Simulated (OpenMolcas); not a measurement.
# S²⁺: effect of the active space

```yaml
Program: OpenMolcas
Method: CASSCF or its RAS form
Basis: ANO-RCC-VTZP
Scalar_Hamiltonian: DKH2, point nucleus
Spin-orbit_coupling: RASSI with atomic mean-field integrals over the reference wave functions, term energies averaged over their components
```

A. 2 electrons in 3 orbitals (3p); 2S+1 = 3 even, 3 roots; 2S+1 = 1 even, 6 roots; cost of the order of 4 core-seconds
B. 4 electrons in 4 orbitals (3s 3p); 2S+1 = 3 even, 6 roots; 2S+1 = 1 even, 12 roots; 2S+1 = 5 odd, 1 root; 2S+1 = 3 odd, 9 roots; 2S+1 = 1 odd, 8 roots; cost of the order of 13 core-seconds
C. 4 electrons in 8 orbitals (3s 3p 4s 4p); 2S+1 = 3 even, 3 roots; 2S+1 = 1 even, 9 roots; 2S+1 = 5 odd, 1 root; 2S+1 = 3 odd, 9 roots; 2S+1 = 1 odd, 8 roots; cost about 16 core-seconds
D. 4 electrons in 9 orbitals (RAS2 3s 3p; RAS3 3d, at most 2 electrons); 2S+1 = 3 even, 6 roots; 2S+1 = 1 even, 12 roots; 2S+1 = 5 odd, 1 root; 2S+1 = 3 odd, 8 roots; 2S+1 = 1 odd, 8 roots; cost of the order of 25 core-seconds

Energies in cm⁻¹ above 3s² 3p² ³P₀, the measured ground level; measured values from NIST levels in Podobedova, Kelleher and Wiese, J. Phys. Chem. Ref. Data 38, 171 (2009).

```json
{"Level": "3s² 3p² ³P₀", "A": "0.0", "B": "0.0", "C": "0.0", "D": "0.0", "Measured": "0.0"}
{"Level": "3s² 3p² ³P₁", "A": "269", "B": "266", "C": "261", "D": "262", "Measured": "299"}
{"Level": "3s² 3p² ³P₂", "A": "768", "B": "749", "C": "740", "D": "744", "Measured": "833"}
{"Level": "3s² 3p² ¹D₂", "A": "14246", "B": "14267", "C": "15420", "D": "13452", "Measured": "11323"}
{"Level": "3s² 3p² ¹S₀", "A": "34635", "B": "25842", "C": "26696", "D": "30304", "Measured": "27161"}
```

Deviations, from unrounded energies. A percentage is the sum of absolute deviations over the sum of measured energies, with the sign that they share, or ± where signs differ.

```csv
Against measurement,Levels,A,B,C,D
mean absolute deviation (cm-1),4,2600,1100,1200,1300
fine structure of the ground term (%),2,-8.4,-10.4,-11.6,-11.1
other terms of the ground configuration (%),2,+27.0,±11.1,±11.9,+13.7
```

B lies closest to measurement on these levels and A furthest from it. The largest miss of B in the table is 3s² 3p² ¹D₂, by +2900 cm-1. The ranking rests on the paired levels alone, and a cruder setting can come out closer through cancelling errors.

Among A to D the level of the table that moves most is 3s² 3p² ¹S₀, by 8800 cm-1 (lowest in B, highest in A).

With the s shell closed, the reference lacks s² → p² mixing (holds for A). The run also gave levels led by 3s² 3p 4p, which use shells meant for correlation; these and all levels above them are left out (holds for C). The run also gave levels led by 3s 3p² 3d, 3s² 3p 3d, which use shells meant for correlation; these and all levels above them are left out (holds for D). Measured partners are found by configuration, term and J. A level has none where our copy of the source lacks it or the pairing is in doubt (some pairs that miss far off the trend of their configuration count as doubtful), and it then counts in no deviation. Only configurations of the active space appear. The table leaves out levels that lie high or whose names do not pair safely across all columns.
